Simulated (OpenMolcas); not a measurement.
## Sb²⁺: from RASSCF to RASPT2

```
Program             : OpenMolcas 26.06
Basis               : ANO-RCC-VQZP [8s7p5d3f2g]
Scalar Hamiltonian  : DKH2, point nucleus
Active space        : 1 electron in 9 orbitals (RAS2 5p; RAS3 5d 6s, at most 1 electron)
State averaging     : 2S+1 = 2 odd, 3 roots; 2S+1 = 2 even, 6 roots
Spin-orbit coupling : RASSI with atomic mean-field integrals over the reference wave functions, term energies averaged over their components
```

Methods on the same reference wave functions:
A. RASSCF
B. SS-RASPT2, IPEA 0.25 Eh, imaginary shift 0.1 Eh (closed shells correlated: 4d 5s)
C. XMS-RASPT2, IPEA 0.25 Eh, imaginary shift 0.1 Eh (closed shells correlated: 4d 5s)

Energies in cm-1 above 5s2 5p 2P* 1/2, the measured ground level; measured values from Moore, Atomic Energy Levels, vol. III, NSRDS-NBS 35 (1971 reprint of NBS Circular 467, 1958).

```tsv
Level	A	B	C	Measured
5s2 5p 2P* 1/2	0.0	0.0	0.0	0.0
5s2 5p 2P* 3/2	5704	5700	5700	6576
5s2 6s 2S 1/2	91614	92820	93550	93418
5s2 5d 2D 3/2	96737	93680	93430	98820
5s2 5d 2D 5/2	97352	94290	94040	100385
```

Deviations, from unrounded energies. A percentage is the sum of absolute deviations over the sum of measured energies, with the sign that they share, or ± where signs differ.

```
                  Against measurement  Levels      A      B      C
       mean absolute deviation (cm-1)       4   1900   3200   3200
fine structure of the ground term (%)       1  -13.3  -13.3  -13.3
             other configurations (%)       3   -2.4   -4.0   ±4.1
```

A lies closest to measurement on these levels and C furthest from it. The largest miss of A in the table is 5s2 5d 2D 5/2, by -3000 cm-1. The ranking rests on the paired levels alone, and a cruder setting can come out closer through cancelling errors.

Between B and C the level of the table that moves most is 5s2 6s 2S 1/2, by 730 cm-1 (lowest in B, highest in C). Moves below CASPT2's spread within the term are not significant.

The mean deviations of B to C differ by less than CASPT2's widest spread within a term (960 cm-1), so their order carries little weight.

The lowest spin-free term lies below A's lowest term by 0.498 hartree in B, 0.502 hartree in C.

Term energies are means over components that CASPT2 splits; among the terms shown or strongly mixed into the levels shown the widest spread is 960 cm-1 (5s2 5d 2D, B). ANO sets are built for valence states and can reach diffuse excited orbitals poorly, and with the s shell closed the s pⁿ⁺¹ terms that mix with these levels are absent. With one active electron the reference holds no correlation, so core polarisation is missing (holds for A). With one active electron, CASPT2 adds the correlation within the correlated inactive shells and between them and that electron, and leaves the splitting within a term as the reference gives it (holds for B; C). The CASPT2 spread within a term exceeds the gap to the next term for 5s2 6s 2S and 5s2 5d 2D, so the order of their levels is uncertain (holds for C). Computed and measured levels are paired by configuration, term and J; levels that our copy of the source lacks, or whose pairing is in doubt (as where it misses far off the trend of its configuration), stay unpaired and out of the deviations. Levels of configurations outside the active space are missing.

* marks odd parity.
